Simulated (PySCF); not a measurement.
An unknown is described by computed data only.

Elements present: C, H and Si. Monoisotopic mass: 202.0486 u.

* 1H NMR: chemical shifts (computed TMS as zero) by class: 5.91 (1 H), 5.32 (1 H), 5.00 (1 H), 4.40 (2 H), 3.58 (6 H), 1.93 (2 H), 0.72 (2 H), 0.29 (2 H), -0.20 (1 H) ppm [GIAO PBE/pcSseg-1]
* 13C NMR: chemical shifts (computed TMS as zero) by class: 144.2 (1 C), 121.9 (1 C), 21.8 (1 C), 6.2 (2 C), -7.1 (1 C) ppm [GIAO PBE/pcSseg-1]
* Rotational structure: rotational constants A, B, C: 0.878, 0.464, 0.463 GHz [PBE0-D3(BJ)/def2-SVP]
* NMR, other nuclei: isotropic shieldings of nuclei other than C and H, by class: 392 (1 Si), 415 (1 Si), 444 (2 Si) ppm [GIAO PBE/pcSseg-1]
* Dipole: 0.86 D [PBE/pcSseg-1]

Electronic properties: PySCF, gas phase, density fitting. Levels stand in brackets. One conformer (not necessarily the lowest) at the PBE0-D3(BJ)/def2-SVP geometry, without solvent, vibrations or thermal averaging. Each NMR value is the plain mean over a class of atoms that symmetry, rotation or inversion makes alike.

Q: Which formula fits the mass and the elements?

A: C6H18Si4 (calculated 202.0486). No other formula that holds each of these elements comes within 0.0003 u with a fitting electron parity and a possible valence count.

Q: What is the compound? Reason from the data.

A: Numbering: `[CH2:1]=[CH:2][CH2:3][SiH2:4][Si:5]([SiH3:6])([SiH3:7])[CH:8]1[CH2:9][CH2:10]1`. Its formula, C6H18Si4, gives 2 degrees of unsaturation: 1 ring and 1 π bond in the structure found. 6 carbons fall into 5 classes; from least to most shielded: alkene CH carbon [C2] (144.2 ppm), terminal =CH2 carbon [C1] (121.9 ppm), chain sp3 carbon bound to silicon [C3] (21.8 ppm), three-membered-ring carbon [C9/C10] (6.2 ppm, 2 C, up to 2.2 ppm apart in this geometry), ring sp3 carbon bound to silicon [C8] (-7.1 ppm). Hydrogen classes from least to most shielded: 1 H on an alkene CH carbon, C2 (5.91 ppm), 1 H on a terminal =CH2 carbon, C1 (5.32 ppm), 1 H on a terminal =CH2 carbon, C1 (5.00 ppm), 2 H on an SiH2 silicon, Si4 (4.40 ppm), 6 H on 2 SiH3 silicons, Si6/Si7 (3.58 ppm, a mean of values up to 0.6 ppm apart in this geometry), 2 H on an sp3 carbon bound to silicon, C3 (1.93 ppm), 2 H on 2 three-membered-ring carbons, C9/C10 (0.72 ppm), 2 H on 2 three-membered-ring carbons, C9/C10 (0.29 ppm), 1 H on an sp3 carbon bound to silicon, C8 (-0.20 ppm). The other shieldings belong to: 392 ppm, SiH2 silicon [Si4]; 415 ppm, four-coordinate silicon [Si5]; 444 ppm, SiH3 silicon [Si6/Si7]. The optimised geometry has point group C1 and is an asymmetric top. Structure: `C=CC[SiH2][Si]([SiH3])([SiH3])C1CC1`. Computed isomers that give other values at the same levels: `CC(C)[Si@H]1[SiH2][Si@@H](C2CC2)[SiH2]1` (13C chemical shifts (computed TMS as zero) by class: 22.6 (2 C), 19.0 (1 C), 6.2 (2 C), -5.3 (1 C) ppm); `CC(C)[Si@H]1[SiH2][Si@H](C2CC2)[SiH2]1` (13C chemical shifts (computed TMS as zero) by class: 23.7 (2 C), 16.5 (1 C), 6.2 (2 C), -3.4 (1 C) ppm); `C=CC[Si@@H]1[SiH2][SiH2][Si@H]1CCC` (13C chemical shifts (computed TMS as zero) by class: 142.9 (1 C), 119.0 (1 C), 27.4 (1 C), 22.3 (1 C), 21.0 (1 C), 17.0 (1 C) ppm). The assignments are read from this structure; whether some other isomer fits the data as well wasn't checked.

Shape of the structure used: `[CH2:1]=[CH:2][CH2:3][SiH2:4][Si:5]([SiH3:6])([SiH3:7])[CH:8]1[CH2:9][CH2:10]1`: C1–C2–C3–Si4 -106°, C2–C3–Si4–Si5 58°, C3–Si4–Si5–Si6 54°, Si4–Si5–C8–C9 162°.
